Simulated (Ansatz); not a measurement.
System: CsCl, charge 0, multiplicity 1. SMILES: [Cl][Cs]
Geometry: optimised at B3LYP-D3(BJ)/def2-TZVP (Ansatz, a first-principles code).

Wanted: atomisation energy, in kcal/mol. Terms: UHF or UKS for open shells; 6-31G* and kin with 6d, 5d where marked; STO-3G and 3-21G all-electron and non-relativistic; atomisation electronic, to ground-state atoms; LANL2DZ with its own core potentials from Na on; spin-orbit terms left out; def2 sets with scalar-relativistic core potentials past Kr. First-principles rows: single points at B3LYP-D3(BJ) geometries (Ansatz).

```csv
level,program,atomisation energy (kcal/mol)
B3LYP/3-21G,Ansatz,83.2
B3LYP/LANL2DZ,Ansatz,76.6
B3LYP/def2-SVP,Ansatz,95.8
B3LYP/6-31G* with LANL2DZ past Ar,Ansatz,80.9
B3LYP/def2-TZVPD,Ansatz,99.0
```

No value to compare with is used here. The 4 habitual levels span 76.6 (B3LYP/LANL2DZ) to 95.8 kcal/mol (B3LYP/def2-SVP); B3LYP/def2-TZVPD gives 99.0.

The sets are all those run for this method; runs whose electronic state is in doubt are left out.
